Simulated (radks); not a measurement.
Spherical quantum dot in the effective-mass picture: electrons in a hard-walled sphere of radius 9.76, all in effective atomic units (hartree* = m*/eps^2 hartree, bohr* = eps/m* bohr), one dielectric constant everywhere. Calculated with a radial shooting solver with Libxc functionals: non-relativistic Kohn-Sham, LDA (Slater exchange, Perdew-Wang correlation), spin-polarised, spherical densities. Levels are named by radial order and angular momentum (1s, 1p, 1d, 2s, ...), and open shells are averaged over m.

N = 33, configuration 1s2 1p6 1d10 1f14 1g(up 1, down 0). This is the lowest configuration that the search found. Occupied and some empty levels:

| level | occupation | eigenvalue (hartree*) | <r> (bohr*) |
|---|---|---|---|
| 1s up | 1 | 3.9746 | 7.643 |
| 1s down | 1 | 3.9775 | 7.639 |
| 1p up | 3 | 3.9928 | 7.678 |
| 1p down | 3 | 3.9958 | 7.675 |
| 1d up | 5 | 4.0286 | 7.732 |
| 1d down | 5 | 4.0316 | 7.730 |
| 1f up | 7 | 4.0810 | 7.793 |
| 1f down | 7 | 4.0841 | 7.791 |
| 1g up | 1 | 4.1494 | 7.856 |
| 1g down | 0 | 4.1525 | 7.854 |
| 1h up | 0 | 4.2331 | 7.917 |
| 1h down | 0 | 4.2363 | 7.917 |
| 2s up | 0 | 4.3157 | 4.713 |
| 2s down | 0 | 4.3164 | 4.706 |
| 2p up | 0 | 4.3790 | 5.337 |
| 2p down | 0 | 4.3799 | 5.331 |
| 2d up | 0 | 4.4661 | 5.756 |
| 2d down | 0 | 4.4672 | 5.752 |
| 3s up | 0 | 4.5484 | 4.254 |
| 3s down | 0 | 4.5493 | 4.257 |

Energy (hartree*): total 69.3355, kinetic 10.013, external 0, Hartree 66.289, exchange-correlation -6.9670.
